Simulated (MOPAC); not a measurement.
Job for MOPAC: PM7 on CrS, 2S+1 = 7, a spin state set in the input, which need not be the lowest, a point of a bond scan (R = 2.450 Å).

```
PM7 1SCF PRECISE CHARGE=0 UHF MS=3 THREADS=1
CrS

Cr     0.00000000 1     0.00000000 1     0.00000000 1
S      0.00000000 1     0.00000000 1     2.44966600 1
```

Program output:

```
*******************************************************************************
 **                                                                           **
 **                              MOPAC v23.2.5                                **
 **                                                                           **
 *******************************************************************************
 ** MOPAC's Digital Object Identifier: https://doi.org/10.5281/zenodo.6511958 **
 **                                                                           **
 ** Please cite the open-source release paper for use of this MOPAC version:  **
 ** J. E. Moussa and J. J. P. Stewart (2026)                                  **
 ** MOPAC: An open-source semiempirical molecular orbital program             **
 ** J. Open Source Softw., 11(119), 8025, https://doi.org/10.21105/joss.08025 **
 *******************************************************************************

                              PM7 CALCULATION RESULTS

 *******************************************************************************
 *  PM7        - The PM7 Hamiltonian to be used
 *  UHF        - UNRESTRICTED HARTREE-FOCK CALCULATION
 *
 *
 *
 *                 CHARGE ON SYSTEM = 0
 *
 *
 *
 *  MS=        - IN MECI, MAGNETIC COMPONENT OF SPIN =  3.0
 *  PRECISE    - TIGHTER CRITERIA TO BE USED
 *  1SCF       - DO 1 SCF AND THEN STOP
 *  THREADS=1  - MULTI-THREADING NOT USED
 *  T=         - A TIME OF 172800.0 SECONDS REQUESTED
 *  DUMP=N     - RESTART FILE WRITTEN EVERY 7200.0 SECONDS REQUESTED
 *******************************************************************************
PM7 1SCF PRECISE CHARGE=0 UHF MS=3 THREADS=1
 CrS

   ATOM   CHEMICAL          X               Y               Z
  NUMBER   SYMBOL      (ANGSTROMS)     (ANGSTROMS)     (ANGSTROMS)

     1      Cr          0.00000000  *   0.00000000  *   0.00000000  *
     2       S          0.00000000  *   0.00000000  *   2.44966600  *



          CARTESIAN COORDINATES

    NO.       ATOM           X           Y           Z

     1        Cr          0.0000      0.0000      0.0000
     2         S          0.0000      0.0000      2.4497

 General Reference for PM7:
 "Optimization of Parameters for Semiempirical Methods VI: More Modifications to the
 NDDO Approximations and Re-optimization of Parameters", J. J. P. Stewart, J. Mol. Mod., 1:32, 19 (2013)
 https://link.springer.com/article/10.1007/s00894-012-1667-x

           Empirical Formula: Cr S  =     2 atoms



      MOLECULAR POINT GROUP   :   C*v


          UHF CALCULATION, NO. OF ALPHA ELECTRONS =    9
                           NO. OF BETA  ELECTRONS =    3

 -------------------------------------------------------------------------------
 PM7 1SCF PRECISE CHARGE=0 UHF MS=3 THREADS=1
 CrS



     1SCF WAS SPECIFIED, SO BFGS WAS NOT USED
     SCF FIELD WAS ACHIEVED


                              PM7 CALCULATION
                                                       MOPAC v23.2.5 Linux




          FINAL HEAT OF FORMATION =        103.72743 KCAL/MOL =     433.99556 KJ/MOL


          COSMO AREA              =         99.93 SQUARE ANGSTROMS
          COSMO VOLUME            =         87.23 CUBIC ANGSTROMS

          IONIZATION POTENTIAL    =          8.269674 EV
          ALPHA SOMO LUMO (EV)    =         -8.270  0.125
          BETA  SOMO LUMO (EV)    =         -8.672 -2.629
          NO. OF ALPHA ELECTRONS  =          9
          NO. OF BETA  ELECTRONS  =          3
          MOLECULAR WEIGHT        =         84.0560         POINT GROUP:  C*v

          MOLECULAR DIMENSIONS (Angstroms)

            Atom       Atom       Distance
            S     2   Cr     1     2.44967
            S     2   Cr     1     0.00000
           Cr     1    S     2     0.00000


          SCF CALCULATIONS        =          1





   ATOM   CHEMICAL          X               Y               Z
  NUMBER   SYMBOL      (ANGSTROMS)     (ANGSTROMS)     (ANGSTROMS)

     1      Cr          0.00000000  *   0.00000000  *   0.00000000  *
     2       S          0.00000000  *   0.00000000  *   2.44966600  *

                             CARTESIAN COORDINATES

   1   Cr        0.000000000     0.000000000     0.000000000
   2    S        0.000000000     0.000000000     2.449666000


           Empirical Formula: Cr S  =     2 atoms



      MOLECULAR POINT GROUP   :   C*v


          ALPHA EIGENVALUES
 -25.36980 -16.48000 -16.48000 -16.43437 -16.43437 -15.29517  -9.13925  -8.26967
  -8.26967   0.12538   0.96412   0.96412   1.00892   1.29009   1.29009  72.75501
  72.75501  72.97047


           BETA EIGENVALUES
 -21.64615  -8.67247  -8.67247  -2.62906   1.08987   1.08987   1.24227   1.37890
   1.37890   2.18739   2.18739   2.47048   2.47048   2.93920   4.10534  80.08589
  80.77016  80.77016


              NET ATOMIC CHARGES AND DIPOLE CONTRIBUTIONS

  ATOM NO.   TYPE          CHARGE      No. of ELECS.   s-Pop       p-Pop       d-Pop
    1         Cr           0.563872        5.4361     0.21839     0.00192     5.21581
    2          S          -0.563872        6.5639     1.95553     4.57491     0.03342
 DIPOLE           X         Y         Z       TOTAL
 POINT-CHG.     0.000     0.000    -6.635     6.635
 HYBRID        -0.000     0.000     0.408     0.408
 SUM           -0.000     0.000    -6.227     6.227


          ATOMIC ORBITAL ELECTRON POPULATIONS

     Atom    s        px        py        pz      x^2-y^2     xz        z^2       yz        xy
    1 Cr   0.21839   0.00017   0.00017   0.00158   0.99994   1.10197   1.01199   1.10197   0.99994
    2  S   1.95553   1.88228   1.88228   0.81035   0.00006   0.01558   0.00215   0.01558   0.00006


                    (SZ)    =    3.000000
                    (S**2)  =   12.042243


          ATOMIC ORBITAL SPIN POPULATIONS

    Atom   Total    s     px     py     pz   x^2-y^2  xz     z^2    yz     xy
         Atomic
    1 Cr  4.9535  0.213  0.000  0.000  0.000  1.000  0.894  0.952  0.894  1.000
    2  S  1.0465  0.029  0.111  0.111  0.803  0.000 -0.005  0.002 -0.005  0.000

 **********************
 *                    *
 * JOB ENDED NORMALLY *
 *                    *
 **********************




 == MOPAC DONE ==
```

The run finished.

Cost: roughly 0.04 core-seconds.
